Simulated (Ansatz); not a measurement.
Isolated molecules relaxed with PBE0-D4/def2-TZVP in Ansatz; ΔE leaves out vibrations. CBS: MP2 limit from def2 TZ/QZ plus the TZ coupled-cluster correction, frozen cores. This one scheme is used for every species. Functionals use def2-TZVPP. B3LYP here is the variant with VWN-RPA as its local correlation; programs differ in this. HSE06 is defined as in plane-wave codes. Elements past krypton have def2 core potentials. For In outer-core shells are correlated without core-valence functions, which leaves a few kJ/mol of doubt a bond. Each species was taken in one conformer, which may not be the lowest.

`[SiH3][In]([Cl])[Cl]` + dimethylamine → `C[N](C)[In]([Cl])[Cl]` + SiH₄  (cleavage of the In–Si bond)

```csv
level,ΔE (kJ/mol),difference from CCSD(T)/CBS
LDA (SPW92),48.8,17.1
r2SCAN-D4,45.7,14.0
HSE06-D4,52.9,21.2
ωB97X-V,39.5,7.8
ωB97M-V,42.5,10.8
PBE-QIDH,43.4,11.7
revPBE,59.7,28.0
B3LYP,51.4,19.7
r2SCAN0,51.2,19.5
HSE06,57.1,25.4
LC-ωPBE,43.9,12.2
RPA@PBE/def2-TZVPP,26.4,-5.3
HF/def2-SVP,49.0,17.3
HF/def2-TZVPP,46.2,14.5
MP2/def2-TZVPP,26.8,-4.9
HF/def2-QZVPP,45.0,13.3
CCSD(T)/CBS,31.7,0
```

Largest T1 diagnostic among the species: 0.014.

In def2-TZVPP, CCSD(T) changes the Hartree–Fock value by −15.1 kJ/mol (the triples alone add −4.1 kJ/mol) and MP2 by −19.4 kJ/mol. The D4 term adds −7.8 kJ/mol with B3LYP and −4.4 kJ/mol with PBE0; it sums over pairs of atoms, weighted by their polarisabilities, and B3LYP, whose exchange is more repulsive, gets the larger term.
